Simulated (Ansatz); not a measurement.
Two shapes of singlet Be6.

Shape 1:

```xyz
6

Be    2.1000    0.0000    0.0000
Be    1.0500    1.8187    0.0000
Be   -1.0500    1.8187    0.0000
Be   -2.1000    0.0000    0.0000
Be   -1.0500   -1.8187    0.0000
Be    1.0500   -1.8187    0.0000
```

Shape 2:

```xyz
6

Be    2.0370    0.0000    0.0000
Be    1.0185    1.7641    0.0000
Be   -1.0185    1.7641    0.0000
Be   -2.0370    0.0000    0.0000
Be   -1.0185   -1.7641    0.0000
Be    1.0185   -1.7641    0.0000
```

Basis set: def2-SVP (spherical functions). All electrons are correlated. Charge 0, multiplicity 1.

Computed with Ansatz (development build ahead of 0.2.0); each method stands on the lowest determinant of its kind that the runs found.

(1) Which shape is lower in energy, and by how much in each method?

Answers

(1)

| method | E(2) − E(1) (eV) |
| --- | --- |
| RHF | 0.327 |
| RHF-MP2 | 0.328 |

Shape 1 is lower.
